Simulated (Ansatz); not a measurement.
A made-up structure of Al2BH5O, singlet:

B1  (-0.147, 2.018, -0.934)
Al2  (0.406, 0.064, -0.315)
O3  (1.849, -0.554, -0.993)
Al4  (-0.915, -1.445, 1.379)
H5  (-0.891, 2.222, -1.855)
H6  (0.198, 3.006, -0.345)
H7  (0.390, -0.159, 1.189)
H8  (-0.601, -3.005, 1.535)
H9  (-2.077, -0.879, 2.317)
(Å)

It is relaxed with PBE-D4/def2-SVP and then PBE0-D4/def2-TZVP (Ansatz 0.2.0). Atoms count as bonded within 1.22 times the sum of their covalent radii (H–H: 0.88 Å). The end point is not checked to be a true minimum.

(1) Does its bonding change? (Judge from chemistry; the calculation decides.)

## Answers

(1) Computed: Yes. Formed: O3–Al4; broken: Al2–Al4, Al4–H7.

Where it ends: The first stage lowers the energy by 4.50 eV in 31 steps. It ends as Al₂BH₅O ([BH2][AlH][O][AlH2]):
B1  (0.161, 2.119, -1.066)
Al2  (-0.246, 1.140, 0.774)
O3  (-0.343, -0.547, 0.782)
Al4  (-0.455, -2.222, 0.847)
H5  (-0.703, 2.471, -1.822)
H6  (1.274, 2.371, -1.437)
H7  (-0.466, 1.890, 2.161)
H8  (0.866, -3.059, 1.089)
H9  (-1.875, -2.894, 0.650)
(Å)

Labels in which every atom is bracketed show which atoms are joined, not bond orders.

For scale, one of the runs: PBE0-D4/def2-TZVP relaxation, 166 basis functions, launched by `ansatz run in.yaml --threads 2 --pin off --events-out ev --progress --plain --max-ram 4352MiB`. The run took about 24 s on 2 CPU threads of an Arm Neoverse V1 (shared host).
